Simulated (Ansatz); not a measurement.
Consider the formal exchange of groups at the Si–H bond: `O[SiH]1[NH][AlH]1` + `CCC(C)CS` → `O[Si]1(CS)[NH][AlH]1` + `CCCC`.

Calculated with Ansatz (gas phase, PBE0-D4/def2-TZVP geometries, no zero-point term in ΔE). CCSD(T)/CBS is the MP2 limit (def2-TZVPP, def2-QZVPP) plus CCSD(T) − MP2 in def2-TZVPP, frozen cores. Functionals use def2-TZVPP. B3LYP here is the variant with VWN-RPA as its local correlation; programs differ in this. Each species was taken in one conformer, which may not be the lowest.

| level | ΔE (kJ/mol) | difference from CCSD(T)/CBS |
| --- | --- | --- |
| ωB97X-V | -38.0 | -0.3 |
| PBE | -44.3 | -6.6 |
| r2SCAN | -43.8 | -6.1 |
| PBE0 | -43.4 | -5.7 |
| B3LYP | -44.4 | -6.7 |
| HF/def2-TZVPP | -41.0 | -3.3 |
| CCSD/def2-TZVPP | -36.8 | 0.9 |
| MP2/def2-QZVPP | -37.2 | 0.5 |
| HF/CBS(def2) | -40.7 | -3.0 |
| CCSD/CBS(def2) | -38.0 | -0.3 |
| CCSD(T)/CBS | -37.7 | 0 |

Largest T1 diagnostic among the species: 0.014.

In def2-TZVPP, CCSD(T) changes the Hartree–Fock value by +4.4 kJ/mol (the triples alone add +0.3 kJ/mol) and MP2 by +4.4 kJ/mol.
